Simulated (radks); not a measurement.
Valence configurations of Ce3+ (all share [Xe]). All-electron calculation, Dirac Kohn-Sham, PBE, spin-unpolarised, spherical densities, finite nucleus; open shells fill j = l - 1/2 first; Fermi nuclear charge, rms radius 4.8771 fm. Program: a radial shooting solver on a logarithmic mesh with Libxc functionals. Energies are relative to 4f1; eigenvalues in eV.

| valence | E (eV) | e(4f5/2) | e(5d3/2) | e(6p1/2) | e(6s1/2) |
|---|---|---|---|---|---|
| 4f1 | 0.000 | -28.795 | - | - | - |
| 5d1 | 7.300 | - | -25.646 | - | - |
| 6s1 | 11.673 | - | - | - | -22.952 |
| 6p1 | 16.080 | - | - | -19.003 | - |

NIST lists [Xe] 4f1 as the ground configuration; this level of theory agrees among the configurations tried. The energies are those of spherical spin-averaged densities, not of single terms.
